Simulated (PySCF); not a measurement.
## NMR parameters of [Ga(CN)H3]-

[Ga(CN)H3]-, [CH3GaN]-, point group C3v.

Geometry:
| atom | x (Å) | y (Å) | z (Å) |
| --- | --- | --- | --- |
| Ga1 | -0.013 | -0.010 | -0.644 |
| C2 | 0.025 | 0.021 | 1.388 |
| N3 | 0.051 | 0.039 | 2.553 |
| H4 | 1.519 | -0.009 | -1.127 |
| H5 | -0.797 | 1.313 | -1.107 |
| H6 | -0.786 | -1.354 | -1.063 |

Total charge -1.

GIAO calculations in PySCF on the PBE0-D3(BJ)/def2-SVP structure: isolated species, non-relativistic, equivalent atoms averaged; basis pcSseg-1 (pcSseg-2 on Ga).

Task: Give the isotropic shieldings (ppm) with B3LYP, PBE, PBE0.

Result: 
```tsv
atoms	environment	B3LYP	PBE	PBE0
Ga1	Ga bonded to C, 3 H	1662	1639	1683
N3	nitrile nitrogen	-77.8	-71.8	-75.1
C2	nitrile carbon	39.1	44.5	41.7
H4/H5/H6	hydrogen on a Ga bonded to C	28.24	27.93	28.10
HOMO–LUMO gap (eV)	–	7.92	6.37	8.33
```

Task: And the chemical shifts, against references computed in the same way?

Result: 
| atoms | nucleus, reference | B3LYP | PBE | PBE0 |
| --- | --- | --- | --- | --- |
| Ga1 | ⁷¹Ga, [Ga(H2O)6]3+ | 137 | 108 | 134 |
| N3 | ¹⁵N, NH3 | 341.3 | 336.9 | 340.8 |
| C2 | ¹³C, TMS | 140.1 | 135.6 | 142.7 |
| H4/H5/H6 | ¹H, TMS | 3.14 | 3.27 | 3.17 |

Task: Which part of the shielding of Ga1 depends on the functional?

Result: Diamagnetic: B3LYP 2639, PBE 2640, PBE0 2640 ppm; paramagnetic: B3LYP -978, PBE -1001, PBE0 -957 ppm. The diamagnetic part, set mainly by inner electrons, hardly moves; the paramagnetic part goes with low-lying magnetically allowed excitations and carries the spread.

Task: What couplings does PBE/pcJ-1 (pcSseg-1 on Ga) give?

Result: ¹J(C2,N3) = -5.4, ²J(C2,H4) = 6.1, ²J(H4,H5) = 4.3 Hz (averaged over equivalent pairs; isotopes ¹³C, ¹⁵N, ¹H).

Relativistic effects, spin–orbit coupling among them, are left out; they matter for Ga and for the light atoms bonded to it. Experimental scales use liquid or dissolved standards, which lie at an offset from isolated NH3 (liquid NH3: subtract about 20 ppm). Unscaled 15N shifts of sp2 nitrogen come out 20 to 40 ppm too high even then.
